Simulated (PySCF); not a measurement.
C6H11NSi.
Cartesian coordinates in Å at the PBE0-D3(BJ)/def2-SVP level; atoms count from 1:
```
atom  x, y, z in Å
N1     2.1335   -0.0775    2.4290
C2     1.9103   -0.0313    1.2921
C3     1.5613    0.0290   -0.1157
C4     0.9627   -1.3047   -0.6175
C5    -0.3497   -1.6941    0.0610
C6    -1.5204   -0.7510   -0.2180
C7    -1.3149    0.6748    0.3098
Si8    0.2658    1.4180   -0.3819
H9     2.4746    0.2737   -0.6834
H10    0.8056   -1.2163   -1.7066
H11    1.7042   -2.1073   -0.4747
H12   -0.1840   -1.7639    1.1510
H13   -0.6221   -2.7088   -0.2702
H14   -1.7018   -0.7179   -1.3078
H15   -2.4351   -1.1786    0.2251
H16   -1.2257    0.6651    1.4106
H17   -2.1814    1.3132    0.0724
H18    0.1657    1.6315   -1.8602
H19    0.6875    2.6828    0.2866
```

Computed with PySCF at B3LYP/def2-SVPD, non-relativistic, on one gas-phase PBE0-D3(BJ)/def2-SVP geometry that isn't relaxed in the solvent. The solvent is an IEF-PCM continuum (cavity from Bondi-type radii × 1.2), and excitations are vertical TDDFT with non-equilibrium linear response and a frozen core. Only the electrostatic response of the medium enters.

```json
{"run": "gas", "E − E(gas) (kcal/mol)": "0.00", "HOMO (eV)": "-7.98", "HOMO–LUMO gap (eV)": "7.98", "dipole (D)": "4.09", "lowest singlet (eV)": "6.95", "static polarisability (au)": "97.2"}
{"run": "P", "E − E(gas) (kcal/mol)": "-6.49", "HOMO (eV)": "-7.76", "HOMO–LUMO gap (eV)": "7.96", "dipole (D)": "5.49", "lowest singlet (eV)": "6.88", "static polarisability (au)": "134.8"}
{"run": "Q", "E − E(gas) (kcal/mol)": "-3.01", "HOMO (eV)": "-7.87", "HOMO–LUMO gap (eV)": "8.02", "dipole (D)": "4.70", "lowest singlet (eV)": "6.94", "static polarisability (au)": "112.1"}
```

Task: The runs were made in benzene and methanol. Which run belongs to which solvent?

Result: P = methanol, Q = benzene. The dielectric constants are 2.271 (benzene), 32.61 (methanol), and the energy falls further as ε rises. The optical constants n² used for the excitations are 2.25, 1.77 in the same order. In this model the ground state sees the solvent through ε alone.

Task: How constant is the ratio of the lowering to (ε − 1)/(2ε + 1)?

Result: 
```
 solvent  (ε − 1)/(2ε + 1)  E − E(gas) (kcal/mol)  ratio (kcal/mol)  polarisation term (kcal/mol)
 benzene             0.229                  -3.01             -13.1                         -3.34
methanol             0.477                  -6.49             -13.6                         -8.10
```

The ratio changes by +3.4 % in size from benzene to methanol. The polarisation term is half the interaction of the solute with the induced surface charges.

Time: 35 s; peak memory 1.1 GiB. Hardware: an Intel Xeon 6975P-C with one thread, no GPU, shared host with 48 logical CPUs at a one-minute load of 11. This is the whole response run at B3LYP/def2-SVPD in methanol, SCF included.
